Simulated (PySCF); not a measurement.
## input.py for GeH⁻

The script input.py:

```python
from pyscf import gto, scf

mol = gto.M(
    atom='Ge 0 0 0; H 0 0 1.58',
    basis='jorge-dzp-dkh',
    charge=-1,
    spin=2,
    verbose=4,
)
mf = scf.ROHF(mol)
mf = mf.sfx2c1e()
mf.kernel()
mf.analyze()
print('orbital energies (hartree):', mf.mo_energy[..., max(0, mol.nelec[1]-3):mol.nelec[0]+3].round(4))
```

```bash
$ OMP_NUM_THREADS=1 python input.py
```

Output (some set-up lines and the per-cycle HOMO/LUMO lines with their warnings removed):

```
PySCF version 2.14.0

[INPUT] Symbol           X                Y                Z      unit          X                Y                Z       unit  Magmom
[INPUT]  1 Ge     0.000000000000   0.000000000000   0.000000000000 AA    0.000000000000   0.000000000000   0.000000000000 Bohr   0.0
[INPUT]  2 H      0.000000000000   0.000000000000   1.580000000000 AA    0.000000000000   0.000000000000   2.985767276813 Bohr   0.0

nuclear repulsion = 10.717513132557
number of shells = 20
number of NR pGTOs = 90
number of NR cGTOs = 48
basis = jorge-dzp-dkh
ecp = {}

******** <class 'pyscf.x2c.sfx2c1e.sfX2C1eROHF'> ********
method = sfX2C1eROHF
initial guess = minao
damping factor = 0
level_shift factor = 0
DIIS = <class 'pyscf.scf.diis.CDIIS'>
SCF conv_tol = 1e-09
SCF max_cycles = 50
num. doubly occ = 16  num. singly occ = 2

******** <class 'pyscf.x2c.sfx2c1e.SpinFreeX2CHelper'> ********
approx = 1e
xuncontract = 1
init E= -2097.19741018891
cycle= 1 E= -2097.51317371385  delta_E= -0.316  |g|= 0.123  |ddm|= 1.19
cycle= 2 E= -2097.51992000315  delta_E= -0.00675  |g|= 0.0359  |ddm|= 0.349
cycle= 3 E= -2097.52028425134  delta_E= -0.000364  |g|= 0.0258  |ddm|= 0.0556
cycle= 4 E= -2097.52033707172  delta_E= -5.28e-05  |g|= 0.00316  |ddm|= 0.0177
cycle= 5 E= -2097.52034294662  delta_E= -5.87e-06  |g|= 0.000374  |ddm|= 0.0108
cycle= 6 E= -2097.52034303154  delta_E= -8.49e-08  |g|= 7.72e-05  |ddm|= 0.00118
cycle= 7 E= -2097.52034303448  delta_E= -2.94e-09  |g|= 1.38e-05  |ddm|= 0.000235
cycle= 8 E= -2097.52034303456  delta_E= -7.82e-11  |g|= 3.12e-06  |ddm|= 2.75e-05
Extra cycle  E= -2097.52034303457  delta_E= -5.46e-12  |g|= 1.51e-06  |ddm|= 6.26e-06
converged SCF energy = -2097.52034303457
**** SCF Summaries ****
Total Energy =                       -2097.520343034567759
Nuclear Repulsion Energy =              10.717513132556963
One-electron Energy =                -2954.787083718425038
Two-electron Energy =                  846.549227551300191
Two-electron Coulomb Energy =          925.708608304231007
DFT Exchange-Correlation Energy =      -79.159380752930815
**** MO energy ****
                Roothaan           | alpha              | beta
[7 lines left out]
MO #8   energy= -4.89014801280602  | -4.89712132584811  | -4.88317469975689  occ= 2
MO #9   energy= -4.8894489209345   | -4.89088966151717  | -4.88800818035087  occ= 2
MO #10  energy= -1.27613414805546  | -1.27858368296968  | -1.27368461314179  occ= 2
MO #11  energy= -1.27611824249655  | -1.28137811987777  | -1.27085836511515  occ= 2
MO #12  energy= -1.2761182424948   | -1.28137811987592  | -1.27085836511329  occ= 2
MO #13  energy= -1.27494455827641  | -1.27808627590717  | -1.27180284064811  occ= 2
MO #14  energy= -1.27494455826823  | -1.27808627589865  | -1.27180284064013  occ= 2
MO #15  energy= -0.364794563539348 | -0.416710628331311 | -0.312878498747191 occ= 2
MO #16  energy= -0.107895496213552 | -0.136111921211688 | -0.0796790712159865 occ= 2
MO #17  energy= 0.153635870457084  | -0.0219121010102295 | 0.329183792030721  occ= 1
MO #18  energy= 0.153635870461095  | -0.0219121010045496 | 0.329183792032995  occ= 1
MO #19  energy= 0.407386557957061  | 0.393148426212324  | 0.421624689702022  occ= 0
MO #20  energy= 0.692318198964968  | 0.667188507170075  | 0.717447890761003  occ= 0
MO #21  energy= 0.790696610616876  | 0.782611094739156  | 0.798782126494904  occ= 0
[27 lines left out]
 ** Mulliken pop on meta-lowdin orthogonal AOs  **
 ** Mulliken pop  **
pop of  0 Ge 1s           2.00000
pop of  0 Ge 2s           1.99997
pop of  0 Ge 3s           1.99998
pop of  0 Ge 4s           1.82293
pop of  0 Ge 5s           0.01173
pop of  0 Ge 6s           0.00021
pop of  0 Ge 7s           0.00197
pop of  0 Ge 8s           0.00060
pop of  0 Ge 2px          2.00000
pop of  0 Ge 2py          2.00000
pop of  0 Ge 2pz          2.00000
pop of  0 Ge 3px          1.99999
[36 lines left out]
 ** Mulliken atomic charges  **
charge of    0Ge =     -0.80175
charge of    1H =     -0.19825
Dipole moment(X, Y, Z, Debye):  0.00000, -0.00000, -0.73037
orbital energies (hartree): [-1.2749 -0.3648 -0.1079  0.1536  0.1536  0.4074  0.6923  0.7907]
```

In short: E(SCF) = -2097.520343 Eh, 8 cycles.

It ran on Arm Neoverse V1 (1 thread, shared host) in 1.3 s.

The basis has no diffuse functions, which an anion needs. The bond length is a typed value, not an optimised one. The dipole of an ion depends on the origin. No search for the lowest solution was made.
